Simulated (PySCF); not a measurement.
# Tl2Br2 at several levels of theory

Computed with PySCF 2.14.0 (density fitting, no spin-orbit coupling) at the geometry relaxed with PBE:

```xyz
4
Tl2Br2 (singlet)
Tl    0.0000    0.0000    2.1108
Tl    0.0000    0.0000   -2.1108
Br    2.0629    0.0000    0.0000
Br   -2.0629    0.0000    0.0000
```

| level | basis | state | HOMO (eV) | gap (eV) | charge on Tl1 (e) | dipole about the centre of mass (D) | largest force component (eV/Å) |
| --- | --- | --- | --- | --- | --- | --- | --- |
| PBE | Tl def2-SVP with ECP60, Br def2-SVP | singlet | -5.84 | 3.57 | 0.40 | 0.00 | 0.04 |
| PBE | Tl def2-TZVP with ECP60, Br def2-TZVP | singlet | -5.97 | 3.64 | 0.49 | 0.00 | 0.09 |
| PBE | Tl x2c-SVPall, Br x2c-SVPall | singlet | -5.81 | 3.56 | 0.42 | 0.00 | 0.27 |

Charges are Mulliken's, which hang on the basis. The relaxation used the grid (50, 194), these runs (75, 302) or, all-electron (x2c bases, spin-free X2C Hamiltonian), (99, 590).

Q: Order these levels, in the first row's basis, by the HOMO–LUMO gap they give here, smallest first.
A. TPSSh
B. BP86
C. BLYP
D. B3LYP

A: C (3.41 eV), B (3.60 eV), A (4.42 eV), D (4.72 eV).

Q: And their other results?

A: 
```
level    state  HOMO (eV)  gap (eV)  charge on Tl1 (e)  dipole about the centre of mass (D)  largest force component (eV/Å)
 BP86  singlet      -5.96      3.60               0.40                                 0.00                            0.03
 BLYP  singlet      -5.63      3.41               0.38                                 0.00                            0.21
TPSSh  singlet      -6.30      4.42               0.46                                 0.00                            0.06
B3LYP  singlet      -6.59      4.72               0.44                                 0.00                            0.10
```

In the first row's basis the gap widens with exact exchange: 3.4 to 3.6 eV for BLYP, PBE, BP86 (none); 4.4 to 4.7 eV for TPSSh, B3LYP (a fixed share).
